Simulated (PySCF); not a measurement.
Simulated Cl 2p region for cyclo-(SiCl2)3, Si3Cl6, binding energy against the vacuum level.

Every computed line was given a Gaussian of 0.7 eV full width at half maximum and an area set by the number of equivalent atoms (split 2:1 within a doublet); the highest printed point is 100. Level of theory: delta-SCF UKS SCAN, pcX-2 on the ionised atom, pcseg-1 elsewhere, spin-free X2C (PySCF 2.14.0).

binding energy (eV), intensity and a bar:
```
    205.3          0 
    205.4          1 
    205.5          2 #
    205.6          5 #
    205.7         10 ###
    205.8         20 ######
    205.9         35 ##########
    206.0         53 ################
    206.1         74 ######################
    206.2         91 ###########################
    206.3        100 ##############################
    206.4         98 #############################
    206.5         86 ##########################
    206.6         68 ####################
    206.7         47 ##############
    206.8         30 #########
    206.9         17 #####
    207.0          8 ##
    207.1          4 #
    207.2          3 #
    207.3          4 #
    207.4          7 ##
    207.5         13 ####
    207.6         21 ######
    207.7         31 #########
    207.8         41 ############
    207.9         48 ##############
    208.0         50 ###############
    208.1         47 ##############
    208.2         39 ############
    208.3         29 #########
    208.4         19 ######
    208.5         11 ###
    208.6          6 ##
    208.7          3 #
    208.8          1 
    208.9          0 
    209.0          0
```

Question: How many maxima does the curve show, and how many computed lines lie under it?

Answer: The curve has 2 maxima (at 206.3 and 208.0 eV). Under it lie 2 lines from 1 inequivalent chlorine site, drawn as a 2p3/2, 2p1/2 pair.

Question: Decompose the envelope and assign each component. Bonds: Si1–Cl2, Si1–Cl3, Si1–Si4, Si1–Si7, Si4–Cl5, Si4–Cl6, Si4–Si7, Si7–Cl8, Si7–Cl9.

Answer: 
| position (eV) | relative area | line | atoms | environment |
| --- | --- | --- | --- | --- |
| 206.33 | 4.00 | Cl 2p3/2 | Cl2 (×6) | chlorine bonded to Si |
| 207.99 | 2.00 | Cl 2p1/2 | Cl2 (×6) | chlorine bonded to Si |

Question: What are the centre and the root-mean-square width of the whole band?

Answer: The area-weighted mean of the lines is 206.89 eV. Their own spread about it is 0.78 eV (rms) and each Gaussian has σ = 0.7/2.355 = 0.30 eV; the variances add, which gives 0.83 eV.

No satellites, vibrations or lifetime broadening are included. Topologically equivalent atoms share the value of their first member; where this conformer doesn't relate them by symmetry, their own values could differ. The 2p values add to the ΔSCF energy of one spin-free hole a correction within the shell (spin–orbit coupling, ligand field). 2p1/2 minus 2p3/2 (ligand field included): Cl 1.65 eV. One conformer (not necessarily the lowest) at the PBE0-D3(BJ)/def2-SVP geometry, without solvent, vibrations or thermal averaging.
